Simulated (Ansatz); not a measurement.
Relaxation of CH₅BF₂Se (10 atoms, charge 0, multiplicity 1), to a largest force component of 0.03 eV/Å in at most 50 steps.

These are results of RKS B3LYP-D4/def2-SVP in Ansatz, not measurements.

```xyz
10
Properties=species:S:1:pos:R:3:forces:R:3
B -1.394 0.041 0.336 0.03 -0.48 0.78
C 1.219 0.015 -0.932 0.36 0.15 -0.44
F -1.801 -0.568 -0.758 -0.12 -0.03 0.01
F -1.246 1.350 0.329 -0.07 0.07 0.02
H 0.756 -0.349 -0.022 -0.05 -0.15 0.32
Se -1.073 -1.038 2.004 -0.24 0.48 -0.61
H 0.498 0.561 -1.552 0.00 0.01 -0.01
H 1.599 -0.850 -1.492 0.07 0.01 -0.04
H 2.044 0.685 -0.656 0.05 -0.01 -0.05
H -0.601 0.151 2.743 -0.03 -0.04 0.02
```

Q: Where does it end, and by what steps?

A: The forces met the threshold. After 8 steps the energy has fallen by 0.135 eV; H5 moved furthest, 0.45 Å.

```json
{"step": "0", "energy less start (eV)": "0.0000", "largest force component (eV/Å)": "0.782", "accepted": "yes"}
{"step": "1", "energy less start (eV)": "-0.1028", "largest force component (eV/Å)": "0.457", "accepted": "yes"}
{"step": "2", "energy less start (eV)": "-0.0957", "largest force component (eV/Å)": "0.701", "accepted": "no"}
{"step": "3", "energy less start (eV)": "-0.1163", "largest force component (eV/Å)": "0.393", "accepted": "yes"}
{"step": "4", "energy less start (eV)": "-0.1298", "largest force component (eV/Å)": "0.211", "accepted": "yes"}
{"step": "5", "energy less start (eV)": "-0.1315", "largest force component (eV/Å)": "0.107", "accepted": "yes"}
{"step": "6", "energy less start (eV)": "-0.1343", "largest force component (eV/Å)": "0.057", "accepted": "yes"}
{"step": "7", "energy less start (eV)": "-0.1347", "largest force component (eV/Å)": "0.036", "accepted": "yes"}
{"step": "8", "energy less start (eV)": "-0.1351", "largest force component (eV/Å)": "0.030", "accepted": "yes"}
```

```xyz
10
Properties=species:S:1:pos:R:3
B -1.588 0.055 0.488
C 1.434 -0.006 -1.067
F -2.007 -0.547 -0.609
F -1.372 1.357 0.448
H 1.171 -0.490 -0.115
Se -1.326 -0.997 2.111
H 0.545 0.463 -1.511
H 1.829 -0.764 -1.759
H 2.200 0.761 -0.885
H -0.886 0.168 2.900
```

Whether the end is a true minimum wasn't checked by a vibrational analysis.

The run took 26 s on 2 threads of AMD EPYC 7R13 Processor (Zen 3), on a shared host, peak memory 0.3 GiB.
